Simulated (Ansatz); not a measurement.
A run for Ansatz (an electronic-structure program): R-B3LYP/def2-TZVPP on ClH3PbSi (SMILES [SiH3][Pb][Cl]), a point of a torsion scan. Elements past Kr take the def2 small-core potentials; no spin–orbit coupling.

Ansatz 0.2 input:
```yaml
crystal:
  periodic: [false, false, false]
  atoms:
    - {symbol: Si, position_ang: [-0.74569055, -0.05700968, 0.00251476]}
    - {symbol: Pb, position_ang: [1.71165683, -1.15568004, -0.09509969]}
    - {symbol: Cl, position_ang: [0.98007860, -3.35901535, 0.85532403]}
    - {symbol: H, position_ang: [-1.13785531, 0.43500016, 1.32502606]}
    - {symbol: H, position_ang: [-1.85330037, -0.90760578, -0.42091674]}
    - {symbol: H, position_ang: [-0.87431382, 1.13700664, -0.84573006]}
basis:
  gaussian:
    orbitals: def2-TZVPP
hamiltonian:
  xc: {name: B3LYP}
scf: {lower_state_search: off}
```

Output:

```
WARN ansatz: RAYON_NUM_THREADS=1 ignored (pool sized by the plan → 1); use --threads N
Functional definition: B3LYP
these checks for a lower state are left out or cut short: stability, starts, cluster_reference, orbital_swaps, neighbouring_geometries, increment
integrals: 0.10 GiB planned
1211 factors; their error is unknown
mean field: 0.83 GiB planned
mean field evaluation 1: about -25699.7266 eV, gradient 2.6e1 eV
mean field evaluation 2: about -25693.1846 eV, gradient 5.5e1 eV
mean field evaluation 4: about -25702.2863 eV, gradient 3.9e0 eV
mean field evaluation 8: about -25702.3177 eV, gradient 4.6e-2 eV
mean field evaluation 16: about -25702.3836 eV, gradient 3.6e-5 eV
mean field -25702.38364588 eV, -944.5451772849 hartree, gradient 5.0e-6 eV, S^2 0.000000; 0 other end points of the search recorded, 0 dependent functions left out
reference -25702.38391349 eV, -944.5451871192 hartree; 28, 28 occupied and 148, 148 virtual orbitals, 1211 factors
Total energy: -25702.38391349 eV, -944.5451871192 hartree
Checks for a lower state left out: stability, starts, cluster_reference, orbital_swaps, neighbouring_geometries, increment
```

Self-consistency was reached.

Cost: very roughly 5 core-seconds.
